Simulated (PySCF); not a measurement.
Vertical excitations of a molecule C₄H₈OSi from TDA-PBE/def2-SVPD (PySCF), as energy in eV (oscillator strength): 4.05 (0.001), 5.32 (0.013), 5.62 (0.020), 5.82 (0.007), 5.94 (0.002), 6.12 (0.002), 6.47 (0.113), 6.54 (0.014), 6.78 (0.021), 6.93 (0.007). Lowest triplet (TDA): 3.55 eV. Coordinates come from a r2SCAN-D4/def2-SVP optimisation. One conformer was computed; it need not be the lowest.

Question: Identify the compound among the candidates.
A. C[SiH2][C@@H]1C=CO1
B. C[C@H]1OC=C1[SiH3]
C. C[SiH]1CC(=O)C1
D. C=C1C[SiH](O)C1

Answer: C, C[SiH]1CC(=O)C1
